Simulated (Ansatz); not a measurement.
H$_{2}$O$_{2}$Zn (`[OH][Zn][OH]`), relaxed with RKS PBE-D4/def2-SVP in Ansatz from a rough embedded geometry. The force threshold is 0.03 eV/Å; the program also tests the step.

Total charge 0; spin multiplicity 1.

Start:

```xyz
5

O    -1.518   -0.300    0.885
Zn    0.363   -0.181    0.433
O     1.568    0.042   -0.701
H    -1.182    0.589    0.642
H     0.769   -0.151   -1.259
```

```json
{"step": "1", "energy (eV)": "-52523.0970", "largest force (eV/Å)": "5.073", "largest move (Å)": "0.000"}
{"step": "2", "energy (eV)": "-52524.0280", "largest force (eV/Å)": "2.788", "largest move (Å)": "0.195"}
{"step": "3", "energy (eV)": "-52524.5356", "largest force (eV/Å)": "1.563", "largest move (Å)": "0.195"}
{"step": "4", "energy (eV)": "-52524.7531", "largest force (eV/Å)": "1.140", "largest move (Å)": "0.191"}
{"step": "5", "energy (eV)": "-52524.9350", "largest force (eV/Å)": "0.412", "largest move (Å)": "0.200"}
{"step": "6", "energy (eV)": "-52524.9791", "largest force (eV/Å)": "0.145", "largest move (Å)": "0.172"}
{"step": "7", "energy (eV)": "-52524.9817", "largest force (eV/Å)": "0.025", "largest move (Å)": "0.086"}
{"step": "8 (rejected)", "energy (eV)": "-52524.9355", "largest force (eV/Å)": "1.163", "largest move (Å)": "0.152"}
{"step": "9", "energy (eV)": "-52524.9826", "largest force (eV/Å)": "0.026", "largest move (Å)": "0.021"}
{"step": "10 (rejected)", "energy (eV)": "-52524.9757", "largest force (eV/Å)": "0.389", "largest move (Å)": "0.098"}
{"step": "11 (rejected)", "energy (eV)": "-52524.9822", "largest force (eV/Å)": "0.149", "largest move (Å)": "0.047"}
{"step": "12", "energy (eV)": "-52524.9829", "largest force (eV/Å)": "0.028", "largest move (Å)": "0.024"}
```

End:

```xyz
5

O    -1.410   -0.221    1.091
Zn    0.072   -0.085    0.113
O     1.642   -0.053   -0.727
H    -1.841    0.649    1.191
H     1.538   -0.289   -1.668
```

It took 7 s on 2 threads of a server CPU on a shared host, with 0.13 GiB of host memory at the peak.
